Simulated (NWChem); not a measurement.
Everything below was run with NWChem. System: Cl2Se, charge 0, spin multiplicity 1, at a geometry optimised with B3LYP/def2-SVP. The structure started from a generated list of species. Level: CCSD(T)/6-31G* (spherical d), 19 core orbitals frozen.

Job file:

```
start mol
memory heap 100 mb stack 700 mb global 1900 mb
geometry units angstroms nocenter noautoz
  Se     0.000000     0.000000    -0.687229
  Cl    -1.715467     0.000000     0.687229
  Cl     1.715467     0.000000     0.687229
  symmetry group C2v
end
basis spherical
  * library 6-31g*
end
scf
  rhf
  nopen 0
  maxiter 100
  thresh 1e-7
  semidirect memsize 60000000 filesize 0
end
ccsd
  freeze core 19
  maxiter 60
end
task ccsd(t) energy
```

Output (cleaned and shortened):

```
             Northwest Computational Chemistry Package (NWChem) 7.3.0
             --------------------------------------------------------

                                NWChem Input Module
                                -------------------

 Scaling coordinates for geometry "geometry" by  1.889725989
 (inverse scale =  0.529177249)

 Turning off AUTOSYM since
 SYMMETRY directive was detected!

                             Geometry "geometry" -> ""
                             -------------------------

 Output coordinates in angstroms (scale by  1.889725989 to convert to a.u.)

  No.       Tag          Charge          X              Y              Z
 ---- ---------------- ---------- -------------- -------------- --------------
    1 Se                  34.0000     0.00000000     0.00000000    -0.68722900
    2 Cl                  17.0000    -1.71546700     0.00000000     0.68722900
    3 Cl                  17.0000     1.71546700     0.00000000     0.68722900

 Effective nuclear repulsion energy (a.u.)     322.8642927204

            Nuclear Dipole moment (a.u.)
            ----------------------------
        X                 Y               Z
 ---------------- ---------------- ----------------
     0.0000000000     0.0000000000     0.0000000000

      Symmetry information
      --------------------

 Group name             C2v
 Group number             16
 Group order               4
 No. of unique centers     2

      Symmetry unique atoms

     1    2


 Summary of "ao basis" -> "" (spherical)
 ------------------------------------------------------------------------------
       Tag                 Description            Shells   Functions and Types
 ---------------- ------------------------------  ------  ---------------------
 *                           6-31g*                   on all atoms

 Summary of "ao basis" -> "ao basis" (spherical)
 ------------------------------------------------------------------------------
       Tag                 Description            Shells   Functions and Types
 ---------------- ------------------------------  ------  ---------------------
 Se                          6-31g*                 12       32   5s4p3d
 Cl                          6-31g*                  8       18   4s3p1d

                                 NWChem SCF Module
                                 -----------------

  ao basis        = "ao basis"
  functions       =    68
  atoms           =     3
  closed shells   =    34
  open shells     =     0
  charge          =   0.00
  wavefunction    = RHF
  use symmetry    = T
  symmetry adapt  = T

 Summary of "ao basis" -> "ao basis" (spherical)
 ------------------------------------------------------------------------------
       Tag                 Description            Shells   Functions and Types
 ---------------- ------------------------------  ------  ---------------------
 Se                          6-31g*                 12       32   5s4p3d
 Cl                          6-31g*                  8       18   4s3p1d

      Symmetry analysis of basis
      --------------------------

        a1         28
        a2          8
        b1         20
        b2         12

 Forming initial guess at       0.0s

      Superposition of Atomic Density Guess
      -------------------------------------

 Sum of atomic energies:       -3318.40650870

      Non-variational initial energy
      ------------------------------

 Total energy =   -3318.620641
 1-e energy   =   -5257.419397
 2-e energy   =    1615.934463
 HOMO         =      -0.226363
 LUMO         =      -0.072265

      Symmetry analysis of molecular orbitals - initial
      -------------------------------------------------

  Numbering of irreducible representations:

     1 a1          2 a2          3 b1          4 b2

  Orbital symmetries:

     1 a1          2 b1          3 a1          4 a1          5 b1
     6 a1          7 b2          8 b1          9 a1         10 a1
    11 b1         12 a1         13 b1         14 b2         15 a1
    16 a2         17 b1         18 a1         19 b2         20 b1
    21 a1         22 a2         23 a1         24 b2         25 a1
    26 b1         27 a1         28 b1         29 a1         30 b2
    31 a2         32 b1         33 a1         34 b2         35 a1
    36 b1         37 a1         38 b1         39 a1         40 b2
    41 b1         42 a1         43 a1         44 a2

 Starting SCF solution at       0.6s

 ----------------------------------------------
         Quadratically convergent ROHF

 Convergence threshold     :          1.000E-07
 Maximum no. of iterations :          100
 Final Fock-matrix accuracy:          1.000E-09
 ----------------------------------------------

              iter       energy          gnorm     gmax       time
             ----- ------------------- --------- --------- --------
                 1    -3318.4440045618  6.75D-01  2.15D-01      0.6
                 2    -3318.4820897100  1.79D-01  4.66D-02      0.7
                 3    -3318.4851285807  1.36D-02  5.63D-03      0.7
                 4    -3318.4851723908  1.45D-04  3.96D-05      0.7
                 5    -3318.4851723941  1.26D-08  4.58D-09      0.8

       Final RHF  results
       ------------------

         Total SCF energy =  -3318.485172394120
      One-electron energy =  -5255.477760879705
      Two-electron energy =   1614.128295765205
 Nuclear repulsion energy =    322.864292720380

        Time for solution =      0.1s

       Symmetry analysis of molecular orbitals - final
       -----------------------------------------------
[...]
     -   - - -        -----         ----         -------
     0   0 0 0     -0.000000      0.000000     68.000000

     1   1 0 0      0.000000      0.000000      0.000000
     1   0 1 0     -0.000000      0.000000      0.000000
     1   0 0 1     -0.655738      0.000000      0.000000

     2   2 0 0    -33.191151      0.000000    357.306836
     2   1 1 0      0.000000      0.000000      0.000000
     2   1 0 1      0.000000      0.000000      0.000000
     2   0 2 0    -33.749019      0.000000      0.000000
     2   0 1 1      0.000000      0.000000      0.000000
     2   0 0 2    -31.055366      0.000000    114.685771

                   Four-Index Transformation
                   -------------------------
          Number of basis functions:             68
          Number of shells:                      28
          Number of occupied orbitals:           34
          Number of occ. correlated orbitals:    15
          Block length:                          16
          Superscript MO index range:     20 -   34
          Subscript MO index range:       20 -   68
          MO coefficients read from:  ./mol.movecs
          Number of operator matrices in core:  240
          Half-transformed integrals produced

     Pass:    1     Index range:   20  -   34     Time:      2.77
 ------------------------------------------
 MP2 Energy (coupled cluster initial guess)
 ------------------------------------------
 Reference energy:          -3318.485172394119672
 MP2 Corr. energy:             -0.506424670293392
 Total MP2 energy:          -3318.991597064412872

 ****************************************************************************
              the segmented parallel ccsd program:    1 nodes
 ****************************************************************************

 level of theory    ccsd(t)
 number of core        19
 number of occupied    15
 number of virtual     34
 number of deleted      0
 total functions       68
 number of shells      28
 basis label          566

   ***** ccsd parameters *****
   iprt   =     0
   convi  =  0.100E-05
   maxit  =    60
   mxvec  =     5
 memory            104848932
  Using  1 OpenMP thread(s) in CCSD
  IO offset    20.000000000000000
  IO error message >End of File
  file_read_ga: failing reading from ./mol.t2
  Failed reading restart vector from ./mol.t2
  Using MP2 initial guess vector

-------------------------------------------------------------------------
 iter     correlation     delta       rms       T2     Non-T2      Main
             energy      energy      error      ampl     ampl      Block
                                                time     time      time
-------------------------------------------------------------------------
   1     -0.5178606406 -5.179D-01  1.399D-02     3.19     0.00     3.08
   2     -0.5288669358 -1.101D-02  7.128D-02     3.13     0.00     3.03
   3     -0.5301910053 -1.324D-03  1.558D-02     3.13     0.00     3.03
   4     -0.5314240761 -1.233D-03  3.018D-03     3.13     0.00     3.03
   5     -0.5315717137 -1.476D-04  1.502D-03     3.09     0.00     2.99
   6     -0.5315459183  2.580D-05  3.990D-04     3.12     0.00     3.01
   7     -0.5315438187  2.100D-06  8.711D-05     3.11     0.00     3.01
   8     -0.5315409042  2.914D-06  4.300D-05     3.11     0.00     3.01
   9     -0.5315427404 -1.836D-06  1.860D-05     3.09     0.00     2.99
  10     -0.5315438270 -1.087D-06  5.228D-06     3.12     0.00     3.02
  11     -0.5315440171 -1.901D-07  2.833D-06     3.07     0.00     2.97
  12     -0.5315440779 -6.081D-08  1.048D-06     3.08     0.00     2.98
  13     -0.5315440865 -8.549D-09  4.788D-07     3.08     0.00     2.98
                  *************converged*************
-------------------------------------------------------------------------

 -----------
 CCSD Energy
 -----------
 Reference energy:           -3318.485172394119672
 CCSD corr. energy:             -0.531544086465943
 Total CCSD energy:          -3319.016716480585728

 --------------------------------
 Spin Component Scaled (SCS) CCSD
 --------------------------------
 Same spin contribution:                 -0.136536366704915
 Same spin scaling factor:                1.130000000000000
 Opposite spin contribution:             -0.395007719761028
 Opposite spin scaling fact.:             1.270000000000000
 SCS-CCSD correlation energy:            -0.655945898473060
 Total SCS-CCSD energy:               -3319.141118292592637
 memory            104848932

*********triples calculation*********

nkpass=    1; nvpass=    1; memdrv=         126990; memtrn=         826831; memavail=      104848404
 memory available/node                      104848404
 total number of virtual orbitals        34
 number of virtuals per integral pass    34
 number of integral evaluations           1
 number of occupied per triples pass     15
 number of triples passes                 1

 commencing integral evaluation        1 at          43.27
  symmetry use  T
task         2 out of       406 done   0%  at       0.0 secs
task        21 out of       406 done   5%  at       0.2 secs
task        41 out of       406 done  10%  at       0.4 secs
task        64 out of       406 done  15%  at       0.7 secs
task        82 out of       406 done  20%  at       0.9 secs
task       102 out of       406 done  25%  at       1.0 secs
task       122 out of       406 done  30%  at       1.1 secs
task       143 out of       406 done  35%  at       1.2 secs
task       166 out of       406 done  40%  at       1.2 secs
task       184 out of       406 done  45%  at       1.3 secs
task       203 out of       406 done  50%  at       1.3 secs
task       224 out of       406 done  55%  at       1.5 secs
task       244 out of       406 done  60%  at       1.6 secs
task       264 out of       406 done  65%  at       1.7 secs
task       285 out of       406 done  70%  at       1.8 secs
task       309 out of       406 done  76%  at       1.9 secs
task       327 out of       406 done  80%  at       2.0 secs
task       346 out of       406 done  85%  at       2.0 secs
task       368 out of       406 done  90%  at       2.1 secs
task       386 out of       406 done  95%  at       2.1 secs
task       406 out of       406 done 100%  at       2.2 secs
 commencing triples evaluation - blocking       1
 ccsd(t): done        1 out of       34 progress:    2.9%
 ccsd(t): done        2 out of       34 progress:    5.9%
 ccsd(t): done        3 out of       34 progress:    8.8%
 ccsd(t): done        4 out of       34 progress:   11.8%
 ccsd(t): done        5 out of       34 progress:   14.7%
 ccsd(t): done        6 out of       34 progress:   17.6%
 ccsd(t): done        7 out of       34 progress:   20.6%
 ccsd(t): done        8 out of       34 progress:   23.5%
 ccsd(t): done        9 out of       34 progress:   26.5%
 ccsd(t): done       10 out of       34 progress:   29.4%
 ccsd(t): done       11 out of       34 progress:   32.4%
 ccsd(t): done       12 out of       34 progress:   35.3%
 ccsd(t): done       13 out of       34 progress:   38.2%
 ccsd(t): done       14 out of       34 progress:   41.2%
 ccsd(t): done       15 out of       34 progress:   44.1%
 ccsd(t): done       16 out of       34 progress:   47.1%
 ccsd(t): done       17 out of       34 progress:   50.0%
 ccsd(t): done       18 out of       34 progress:   52.9%
 ccsd(t): done       19 out of       34 progress:   55.9%
 ccsd(t): done       20 out of       34 progress:   58.8%
 ccsd(t): done       21 out of       34 progress:   61.8%
 ccsd(t): done       22 out of       34 progress:   64.7%
 ccsd(t): done       23 out of       34 progress:   67.6%
 ccsd(t): done       24 out of       34 progress:   70.6%
 ccsd(t): done       25 out of       34 progress:   73.5%
 ccsd(t): done       26 out of       34 progress:   76.5%
 ccsd(t): done       27 out of       34 progress:   79.4%
 ccsd(t): done       28 out of       34 progress:   82.4%
 ccsd(t): done       29 out of       34 progress:   85.3%
 ccsd(t): done       30 out of       34 progress:   88.2%
 ccsd(t): done       31 out of       34 progress:   91.2%
 ccsd(t): done       32 out of       34 progress:   94.1%
 ccsd(t): done       33 out of       34 progress:   97.1%
 ccsd(t): done       34 out of       34 progress:  100.0%
 Time for integral evaluation pass     1        2.19
 Time for triples evaluation pass      1        2.02

 pseudo-e(mp4)  -0.14389557526978E-01
 pseudo-e(mp5)   0.53441828133651E-03
        e(t)    -0.13855139245641E-01

 --------------
 CCSD(T) Energy
 --------------
 Reference energy:                   -3318.485172394119672

 CCSD corr. energy:                     -0.531544086465943
 T(CCSD) corr. energy:                  -0.014389557526978
 Total CCSD+T(CCSD) energy:          -3319.031106038112739

 CCSD corr. energy:                     -0.531544086465943
 (T) corr. energy:                      -0.013855139245641
 Total CCSD(T) energy:               -3319.030571619831335

 routine      calls  cpu(0)   cpu-min  cpu-ave  cpu-max   i/o
 aoccsd          1     0.01     0.01     0.01     0.01    0.00
 iterdrv         1     0.01     0.01     0.01     0.01    0.00
 pampt          13     0.07     0.07     0.07     0.07    0.00
 t2pm           13     0.19     0.19     0.19     0.19    0.00
 sxy            13     0.28     0.28     0.28     0.28    0.00
 ints      1974986    30.56    30.56    30.56    30.56    0.00
 t2eri        5278     6.90     6.90     6.90     6.90    0.00
 idx2         5278     0.96     0.96     0.96     0.96    0.00
 idx34          13     0.12     0.12     0.12     0.12    0.00
 ht2pm          13     0.24     0.24     0.24     0.24    0.00
 itm            13     0.80     0.80     0.80     0.80    0.00
 pdiis          13     0.02     0.02     0.02     0.02    0.00
 triples         1     0.00     0.00     0.00     0.00    0.00
 rdtrpo          1     0.01     0.01     0.01     0.01    0.00
 trpmos          1     2.19     2.19     2.19     2.19    0.00
 trpdrv          1     0.31     0.31     0.31     0.31    0.00
 dovvv      122400     0.61     0.61     0.61     0.61    0.00
 doooo      122400     0.34     0.34     0.34     0.34    0.00
 tengy      114750     0.68     0.68     0.68     0.68    0.00
 Total                44.29    44.29    44.29    44.29    0.00

 Task  times  cpu:       48.2s     wall:       48.2s

 Total times  cpu:       48.3s     wall:       48.3s
```
